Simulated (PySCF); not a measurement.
**Constants of BiCl, step by step**

State: ³Σ⁻, triplet, unpaired electrons π ↑↑. De refers to Bi + Cl. ROHF-based CCSD(T) in PySCF 2.14 with Bi cc-pwCVDZ-PP with ECP60, Cl aug-cc-pV(D+d)Z and Bi cc-pwCVTZ-PP with ECP60, Cl aug-cc-pV(T+d)Z (frozen core orbitals: 9; scalar-relativistic core potentials). Correlation energies are extrapolated as n⁻³ (n = 2, 3), Hartree–Fock as (n+1)·exp(−9√n).

```json
{"Level": "CCSD(T)/DZ", "Re (Å)": "2.4930", "ωe (cm⁻¹)": "314.9", "ωexe (cm⁻¹)": "0.870", "αe (cm⁻¹)": "0.000351", "De (eV)": "2.586"}
{"Level": "CCSD(T)/TZ", "Re (Å)": "2.4456", "ωe (cm⁻¹)": "333.9", "ωexe (cm⁻¹)": "0.957", "αe (cm⁻¹)": "0.000369", "De (eV)": "2.858"}
{"Level": "HF/CBS", "Re (Å)": "2.4554", "ωe (cm⁻¹)": "333.9", "ωexe (cm⁻¹)": "0.910", "αe (cm⁻¹)": "0.000359", "De (eV)": "1.766"}
{"Level": "MP2/CBS", "Re (Å)": "2.4178", "ωe (cm⁻¹)": "349.0", "ωexe (cm⁻¹)": "0.934", "αe (cm⁻¹)": "0.000361", "De (eV)": "3.051"}
{"Level": "CCSD/CBS", "Re (Å)": "2.4316", "ωe (cm⁻¹)": "342.0", "ωexe (cm⁻¹)": "0.951", "αe (cm⁻¹)": "0.000366", "De (eV)": "2.772"}
{"Level": "CCSD(T)/CBS", "Re (Å)": "2.4348", "ωe (cm⁻¹)": "339.1", "ωexe (cm⁻¹)": "0.972", "αe (cm⁻¹)": "0.000371", "De (eV)": "2.941"}
```

How much is left between CCSD(T)/TZ and the basis-set limit, and how much do the triples give at the limit?

CCSD(T)/CBS less CCSD(T)/TZ: -10.8 mÅ in Re, +5.2 cm⁻¹ in ωe and +0.083 eV in De. CCSD(T)/CBS less CCSD/CBS: +3.2 mÅ in Re, -2.9 cm⁻¹ in ωe and +0.169 eV in De.

The T1 diagnostic is 0.015. The state was picked by a PBE0 search and need not be the measured ground state. Spin–orbit coupling, excitations beyond (T) and corrections to the Born–Oppenheimer picture are left out, and spin–orbit coupling matters for open p, d or f shells this heavy.

The whole job (state search and all basis sets along the bond) took about 41 min on 4 threads of Arm Neoverse V1 (shared host), peak memory 13 GiB.
